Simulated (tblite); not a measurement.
C₄H₁₅NSi₂.
Atom-mapped SMILES: `[CH3:1][SiH2:2][SiH2:3][NH:4][CH:5]([CH3:6])[CH3:7]` (hydrogens: H8, H9, H10 on C1; H11, H12 on Si2; H13, H14 on Si3; H15 on N4; H16 on C5; H17, H18, H19 on C6; H20, H21, H22 on C7)

Structure used (GFN2-xTB), in Å, numbered top down from 1:
```
atom  x, y, z in Å
C1     3.8840   -0.2236    0.4593
Si2    2.0112   -0.5226    0.5761
Si3    0.8754    0.9348   -0.8068
N4    -0.7501    1.0080   -0.2503
C5    -1.5783   -0.1472    0.0073
C6    -2.2812   -0.6403   -1.2601
C7    -2.5974    0.1791    1.0990
H8     4.2538   -0.4303   -0.5411
H9     4.1346    0.8073    0.6941
H10    4.4316   -0.8593    1.1486
H11    1.6497   -0.4162    2.0002
H12    1.7878   -1.9436    0.2425
H13    1.0053    0.5607   -2.2364
H14    1.2859    2.3444   -0.7433
H15   -1.3111    1.7957   -0.5415
H16   -0.9121   -0.9396    0.3687
H17   -1.5456   -0.8635   -2.0292
H18   -2.9555    0.1264   -1.6380
H19   -2.8571   -1.5386   -1.0533
H20   -3.1686   -0.7063    1.3646
H21   -2.0865    0.5467    1.9850
H22   -3.2863    0.9474    0.7531
```

Method: GFN2-xTB as coded in tblite; computed harmonic values from a numerical Hessian at the method's own geometry, unscaled. This tight-binding method is rough: wavenumbers can miss measured ones by several per cent, in bad cases by 10 to 20. Modes of hydrogen on silicon can be 10 to 20 % off. One conformer, not necessarily the lowest.

Harmonic wavenumbers (cm⁻¹): 27.7, 37.5, 63.9, 109.1, 133.6, 140.8, 188.8, 207.9, 261.1, 328.4, 366.9, 388.7, 446.9, 456.3, 469.2, 534.9, 576.0, 600.1, 655.8, 709.6, 749.4, 806.9, 818.9, 823.7, 835.2, 848.2, 916.8, 940.1, 968.3, 1038.2, 1132.0, 1138.3, 1190.6, 1275.9, 1315.4, 1374.2, 1390.9, 1395.3, 1408.6, 1487.3, 1492.5, 1495.9, 1496.6, 1498.7, 1503.8, 2058.8, 2136.8, 2170.8, 2190.4, 2918.5, 3020.5, 3026.3, 3030.7, 3033.5, 3035.8, 3039.4, 3039.6, 3043.3, 3046.1, 3426.5.

A = 3216, B = 769.8, C = 719.2 MHz; mass 133.074 u (most abundant isotopes); point group C1, symmetry number 1.

Task: Zero-point energy?

Result: Half the sum of the wavenumbers: 39131 cm⁻¹ = 111.88 kcal/mol.

Task: Entropy at 200 K, 1 bar (ideal gas, RRHO, classical rotation)?

Result: Translation 38.61, rotation 28.39, vibration 27.66: S = 94.7 cal/(mol K).

Task: And Cp and H(200 K) − H(0)?

Result: Cp = 34.57 cal/(mol K), of which vibrations give 26.62 (their classical limit is 60 R = 119.2); H(200 K) − H(0) = 4.40 kcal/mol without the zero-point energy, 2.81 from vibrations.

Task: What must be added to the electronic energy to get the Gibbs energy at 200 K and 1 bar?

Result: ZPE + [H(200 K) − H(0)] − T·S = 111.88 + 4.40 − 18.93 = 97.35 kcal/mol.

Task: Which modes carry the vibrational entropy at 200 K?

Result: 27.7 cm⁻¹: 5.20; 37.5 cm⁻¹: 4.60; 63.9 cm⁻¹: 3.55; 109.1 cm⁻¹: 2.52; 133.6 cm⁻¹: 2.14; 140.8 cm⁻¹: 2.04 cal/(mol K); the other 54 give 7.62 together.

Task: How do the functions run with temperature in this model?

Result: 
| T (K) | S (cal/(mol K)) | Cp (cal/(mol K)) | H − H(0) (kcal/mol) | G − H(0) (kcal/mol) | ln q(vib) |
| --- | --- | --- | --- | --- | --- |
| 100 | 75.4 | 22.4 | 1.55 | -5.99 | 3.20 |
| 300 | 110.9 | 46.4 | 8.45 | -24.83 | 10.31 |
| 500 | 139.5 | 66.2 | 19.82 | -49.95 | 16.89 |
| 800 | 175.3 | 86.0 | 42.90 | -97.37 | 25.98 |
| 1000 | 195.5 | 95.0 | 61.05 | -134.50 | 31.53 |

q(vib) and H(0) count from the zero-point level.

Hindered rotation and anharmonicity are outside this model. Other conformers, if any are populated, would add a mixing term that is left out. The structure is chiral; the term R ln 2 for an equal mix with its mirror image is left out.

On Arm Neoverse N1, one thread, no GPU, shared host with 64 logical CPUs at a one-minute load of 61, this took 1.7 s of wall time. This covers the Hessian and the dipole derivatives.
